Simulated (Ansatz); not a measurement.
Computed with Ansatz on PBE0-D4/def2-TZVP structures; ΔE is electronic, products minus reactants. CCSD(T)/CBS is the MP2 limit (def2-TZVPP, def2-QZVPP) plus CCSD(T) − MP2 in def2-TZVPP, frozen cores. DFT in def2-TZVPP. HSE06 is defined as in plane-wave codes. Elements past krypton have def2 core potentials. For Hf, I, Se outer-core shells are correlated without core-valence functions, which leaves a few kJ/mol of doubt a bond. Scalar relativity is left out up to krypton. One conformer a species, not always the lowest.

`C[N](C)[Hf]([SeH])([N](C)C)[N](C)C` + HI → `C[N](C)[Hf]([I])([N](C)C)[N](C)C` + H₂Se  (ligand exchange at the Hf–Se bond)

```json
{"level": "HSE06-D4", "ΔE (kJ/mol)": "-61.4"}
{"level": "CAM-B3LYP", "ΔE (kJ/mol)": "-61.6"}
{"level": "LC-ωPBE", "ΔE (kJ/mol)": "-62.4"}
{"level": "HF/def2-SVP", "ΔE (kJ/mol)": "-71.5"}
```

**Question.** What does CCSD(T)/CBS give? (Estimate.)

**Answer.** Ansatz gave: -64.0 kJ/mol. The listed levels differ from it by 2.6, 2.4, 1.6, -7.5 kJ/mol.

Largest T1 diagnostic among the species: 0.014.

From PBE to PBE0 (25 % exact exchange), in def2-TZVPP and without D4, ΔE moves by −3.3 kJ/mol. Leaving LDA and LC-ωPBE aside and taking each functional with its dispersion term where it has one, the values, not all of them listed here, spread over 11.2 kJ/mol, from PBE-QIDH to revPBE-D4.
